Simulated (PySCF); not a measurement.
## Gas-phase thermal properties of Ga2F6

Computed with PySCF and rigid-rotor harmonic-oscillator thermochemistry at 1 bar. 6-31G* has spherical d functions here. All species are closed-shell singlets. B3LYP is the form with VWN-RPA correlation. Ga: all electrons, no relativistic terms. Ga2F6: computed as isolated molecules; such fragments, hydroxides, amides, oligomers or adducts are transient or little studied in the gas. The harmonic model lacks anharmonicity and excited electronic states, which grow with temperature; levels with a mode under 35 cm⁻¹ are left out. Soft modes under 120 cm⁻¹ make the harmonic entropy rough for Ga2F6.

| level | point group | σ | ZPE (kJ/mol) | S°298 (J/mol/K) | Cp298 (J/mol/K) | S°1000 (J/mol/K) | H1000 − H298 (kJ/mol) |
|---|---|---|---|---|---|---|---|
| B3LYP/6-31G* | D2h | 4 | 38.0 | 426.7 | 147.2 | 628.8 | 119.2 |
| HF/6-31G* | D2h | 4 | 40.9 | 416.9 | 143.6 | 616.7 | 118.1 |
| PBE/def2-SVP | D2h | 4 | 36.9 | 432.9 | 148.4 | 635.6 | 119.6 |
| PBE0/def2-TZVP | D2h | 4 | 38.1 | 428.3 | 147.0 | 630.2 | 119.1 |
σ: rotational symmetry number. Electronic degeneracy used: 1. Frequencies are unscaled.
